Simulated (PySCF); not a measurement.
Bonds (- single, = double, # triple, : aromatic): C1-N2 1.434 Å, N2:C3 1.349 Å, C3:C4 1.378 Å, C4-F5 1.340 Å, C4:C6 1.398 Å, C6:N7 1.321 Å, N7:N2 1.324 Å. C1 carries H8, H9, H10; C3 carries H11; C6 carries H12.

Geometry: GFN2-xTB; GIAO shifts from PySCF 2.14, gas phase, non-relativistic, averaged over equivalent atoms.

At PBE0/pcSseg-1 (144 basis functions, 22 s wall time on 1 thread of an Arm Neoverse N1, shared host):
```
    atoms  δ (ppm)
       C4    161.9
       C6    128.5
       C3    118.6
       C1     40.9
       N7    344.7
       N2    213.9
       F5   -185.8
      H12     7.30
      H11     7.26
H8/H9/H10     3.98
```

Referencing at the same level of theory: ¹³C (186.93 ppm), ¹H (31.72 ppm) against TMS; ¹⁵N (267.73 ppm) vs NH3; ¹⁹F (170.95 ppm) against CFCl3.

Question: What do these become at HF/pcSseg-1?

Answer: 
```tsv
atoms	δ at HF/pcSseg-1	change
C4	155.6	-6.3
C6	134.9	+6.4
C3	125.8	+7.2
C1	38.2	-2.7
N7	366.4	+21.7
N2	210.3	-3.6
F5	-162.3	+23.5
H12	7.80	+0.50
H11	7.75	+0.49
H8/H9/H10	4.05	+0.07
```

Shifts are taken against calculated references (same method and geometry level): TMS for ¹³C (σ = 193.38 ppm) and ¹H (σ = 32.15 ppm); ¹⁵N (σ = 267.57 ppm) against NH3; CFCl3 for ¹⁹F (σ = 241.44 ppm).

The largest change is at F5 (aryl fluorine). Cost: 144 basis functions, 5.6 s wall time on 1 thread of an AMD EPYC 7B13, shared host. The order of the carbon signals is the same at both levels.

Unscaled 19F shifts against computed CFCl3 carry errors that often reach 10 to 50 ppm. Experimental scales use liquid or dissolved standards, which lie at an offset from isolated NH3 (liquid NH3: subtract about 20 ppm). Unscaled 15N shifts of sp2 nitrogen often come out too high even then, by a few to some tens of ppm.
